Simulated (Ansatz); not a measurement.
Input file for Ansatz (a quantum-chemistry and plane-wave program): R-PBE0/def2-TZVPPD on CH4O2 (a complex), monomers drawn apart or pushed together. Files ending in .json are basis or fitting sets from the Basis Set Exchange.

Ansatz 0.2 input:
```yaml
crystal:
  periodic: [false, false, false]
  atoms:
    - {symbol: H, position_ang: [0.01501223, 0.41293252, -0.44022360]}
    - {symbol: H, position_ang: [-0.07755115, -0.19628376, -0.01959170]}
    - {symbol: O, position_ang: [-0.10845970, -1.22546898, 3.58236614]}
    - {symbol: C, position_ang: [0.10037316, -0.21912080, 4.19749643]}
    - {symbol: O, position_ang: [0.29649120, 0.99283553, 3.65509310]}
    - {symbol: H, position_ang: [0.16035924, -0.14955667, 5.29113030]}
    - {symbol: H, position_ang: [0.23770063, 0.89891940, 2.68889671]}
basis:
  gaussian:
    orbitals: def2-TZVPPD.json
hamiltonian:
  xc: {name: PBE0}
scf: {lower_state_search: off}
```

Program output:

```
WARN ansatz: RAYON_NUM_THREADS=1 ignored (pool sized by the plan → 1); use --threads N
Functional definition: PBE0
these checks for a lower state are left out or cut short: stability, starts, cluster_reference, orbital_swaps, neighbouring_geometries, increment
integrals: 0.06 GiB planned
778 factors; their error is unknown
mean field: 0.66 GiB planned
mean field evaluation 1: about -5187.7558 eV, gradient 5.3e1 eV
mean field evaluation 2: about -5181.6539 eV, gradient 8.0e1 eV
mean field evaluation 4: about -5192.2221 eV, gradient 4.9e0 eV
mean field evaluation 8: about -5192.2598 eV, gradient 3.4e-2 eV
mean field evaluation 16: about -5192.2689 eV, gradient 6.9e-6 eV
mean field -5192.26885887 eV, -190.8123611174 hartree, gradient 6.9e-6 eV, S^2 0.000000; 0 other end points of the search recorded, 0 dependent functions left out
reference -5192.26889894 eV, -190.8123625899 hartree; 13, 13 occupied and 172, 172 virtual orbitals, 778 factors
Total energy: -5192.26889894 eV, -190.8123625899 hartree
Checks for a lower state left out: stability, starts, cluster_reference, orbital_swaps, neighbouring_geometries, increment
```

The run converged.

Cost: around 1.0 core-seconds (rough).
